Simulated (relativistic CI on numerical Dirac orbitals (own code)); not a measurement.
**d7 in a ligand field**

Computed with a parametric ligand-field model of a d^n configuration (Racah B and C, spin-orbit zeta, crystal field), exact diagonalisation.

Field parameters in Wybourne normalisation: Td as Oh with Dq negative (B⁴₀ = 21Dq, B⁴₄ = √(5/14) B⁴₀). The field is a parameter set, without covalency.

B = 300 cm⁻¹, C = 1540 cm⁻¹ (C/B = 5.13), Td, no spin-orbit coupling. Tanabe-Sugano data, E/B above the lowest term (Δ = |10Dq|; b, c mark the second and third term of a kind):

```
 Δ/B   4A2    4T2    4T1  4T1(b)     2E    2T1
 1.0  0.00   1.00   1.79   16.21  20.31  20.37
 2.8  0.00   2.80   4.95   18.45  21.13  21.51
 4.6  0.00   4.60   8.01   20.79  21.54  22.15
 6.4  0.00   6.40  10.96   23.24  21.80  22.54
 8.2  0.00   8.20  13.79   25.81  21.98  22.80
10.0  0.00  10.00  16.48   28.52  22.13  22.99
11.8  0.00  11.80  19.04   31.36  22.26  23.14
13.6  0.00  13.60  21.47   34.33  22.36  23.25
15.4  0.00  15.40  23.80   37.40  22.45  23.35
17.2  0.00  17.20  26.03   40.57  22.54  23.43
19.0  0.00  19.00  28.19   43.81  22.61  23.50
20.8  0.00  20.80  30.29   47.11  22.68  23.56
```

The ground term stays 4A2.
